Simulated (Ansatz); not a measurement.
Species: HF2OSi, SMILES `O[Si](F)F` (H–O–Si–F torsion 178°) (charge 0, multiplicity 2).

Problem. Give a relaxed geometry from r2SCAN-D4/def2-TZVP (Ansatz, an electronic-structure program).

Solution. One answer among several that fit: the end point of this relaxation, one of several conformers (outside a Z-matrix the atoms follow the SMILES, hydrogens last).
Cartesian coordinates (Å) in one orientation:
```xyz
5

O      1.056    -0.348    -0.126
Si    -0.439     0.000     0.424
F     -1.338    -1.238     0.007
F     -1.033     1.285    -0.310
H      1.753     0.302     0.004
```
